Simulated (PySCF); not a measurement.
## `C#C[C@@H]1C[C@H](F)CC=N1` in a uniform electric field

Species: C7H8FN.
Cartesian coordinates in Å at the GFN2-xTB level; atoms count from 1:
```xyz
17
C7H8FN angstrom
C      3.4260    0.1970   -0.3822
C      2.2997    0.1697    0.0192
C      0.9110    0.1324    0.4575
C      0.1726   -1.0289   -0.2344
C     -1.3216   -0.8744    0.0079
F     -2.0066   -1.9228   -0.5832
C     -1.7999    0.4480   -0.5780
C     -0.8380    1.5493   -0.2237
N      0.3241    1.4321    0.2273
H      4.4207    0.2217   -0.7142
H      0.9071   -0.0167    1.5481
H      0.3668   -0.9942   -1.3089
H      0.5283   -1.9860    0.1484
H     -1.5520   -0.9376    1.0804
H     -2.8018    0.6991   -0.2244
H     -1.8473    0.3611   -1.6680
H     -1.1963    2.5623   -0.3732
```

Level: PBE0/def2-SVPD (PySCF); nuclei fixed, core orbitals frozen in the response. Permanent dipole (-0.837, 0.152, 0.208) D (1 au = 2.5417 D). Static polarisability (au):

```
x   110.94  -0.92   1.03
y    -0.92  76.82  -0.37
z     1.03  -0.37  66.57
```

Only the terms in μ and α are kept: μ(F) = μ + αF and ΔE = −μ·F − ½ F·αF.

A field of 0.005 au (0.257 V/Å) is applied along each axis in both senses. Find the induced dipole, the size of the total dipole and the two energy terms.

```json
{"field along": "+x", "induced x (D)": "1.410", "induced y (D)": "-0.012", "induced z (D)": "0.013", "total size (D)": "0.630", "−μ·F (kJ/mol)": "+4.323", "−½F·αF (kJ/mol)": "-3.641"}
{"field along": "−x", "induced x (D)": "-1.410", "induced y (D)": "0.012", "induced z (D)": "-0.013", "total size (D)": "2.261", "−μ·F (kJ/mol)": "-4.323", "−½F·αF (kJ/mol)": "-3.641"}
{"field along": "+y", "induced x (D)": "-0.012", "induced y (D)": "0.976", "induced z (D)": "-0.005", "total size (D)": "1.426", "−μ·F (kJ/mol)": "-0.785", "−½F·αF (kJ/mol)": "-2.521"}
{"field along": "−y", "induced x (D)": "0.012", "induced y (D)": "-0.976", "induced z (D)": "0.005", "total size (D)": "1.186", "−μ·F (kJ/mol)": "+0.785", "−½F·αF (kJ/mol)": "-2.521"}
{"field along": "+z", "induced x (D)": "0.013", "induced y (D)": "-0.005", "induced z (D)": "0.846", "total size (D)": "1.346", "−μ·F (kJ/mol)": "-1.074", "−½F·αF (kJ/mol)": "-2.185"}
{"field along": "−z", "induced x (D)": "-0.013", "induced y (D)": "0.005", "induced z (D)": "-0.846", "total size (D)": "1.074", "−μ·F (kJ/mol)": "+1.074", "−½F·αF (kJ/mol)": "-2.185"}
```

For the field (0.0020, -0.0035, -0.0045) au, what is the induced dipole, and what angle does it make with the field?

αF = (0.560, -0.684, -0.753) D, at 10.3° to the field. The polarisability along this direction, F·αF/F², is 74.40 au, against a mean of 84.78 au.

At what field along the permanent dipole would the induced dipole along it equal the permanent one, in this linear picture?

The polarisability along the dipole is 107.22 au, so F = 0.3445 au / 107.22 au = 0.0032 au = 0.17 V/Å; higher-order terms are ignored.

What field makes μF equal to kT at 200 K?

kT = 0.6334 × 10⁻³ Eh, so F = 0.00184 au = 9.45 MV/cm.

Induction energy −ᾱe²/2R⁴ of a unit charge at 10 Å, the molecule taken as a point?

R = 18.90 bohr, so the energy is −84.8/(2 × 18.90⁴) Eh = -0.873 kJ/mol. The charge–dipole term at its most favourable orientation, −μe/R², is -2.53 kJ/mol.

Isolated species at its GFN2-xTB geometry (one conformer only).
